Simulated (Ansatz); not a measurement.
Isolated molecules relaxed with PBE0-D4/def2-TZVP in Ansatz; ΔE leaves out vibrations. CBS: MP2 limit from def2 TZ/QZ plus the TZ coupled-cluster correction, frozen cores. This one scheme is used for every species. Functionals use def2-TZVPP. B3LYP here is the variant with VWN-RPA as its local correlation; programs differ in this. One conformer a species, not always the lowest.

`C[SiH2]C1=C[SiH2]1` + HCl → `ClC1=C[SiH2]1` + `C[SiH3]`  (substitution at a C–Si bond)

(1) Is it downhill or uphill in electronic energy at CCSD(T)/CBS, and by how much? (Estimate.)

(2) What do these levels give: B3LYP-D4, PBE0, HF/def2-QZVPP, MP2/def2-QZVPP, HF/CBS(def2), MP2/CBS(def2)? (Estimate.)

Largest T1 diagnostic among the species: 0.013.

## Answers

(1) The calculation gave: Uphill: ΔE = +75.8 kJ/mol.

(2) Ansatz gave: B3LYP-D4 67.5, PBE0 63.3, HF/def2-QZVPP 70.5, MP2/def2-QZVPP 75.2, HF/CBS(def2) 70.6, MP2/CBS(def2) 75.6 kJ/mol.

In def2-TZVPP, CCSD(T) changes the Hartree–Fock value by +4.4 kJ/mol (the triples alone add −0.8 kJ/mol) and MP2 by +4.2 kJ/mol. From PBE to PBE0 (25 % exact exchange), in def2-TZVPP and without D4, ΔE moves by +6.3 kJ/mol. The D4 term adds +6.4 kJ/mol with B3LYP and +4.0 kJ/mol with PBE0; it sums over pairs of atoms, weighted by their polarisabilities, and B3LYP, whose exchange is more repulsive, gets the larger term.
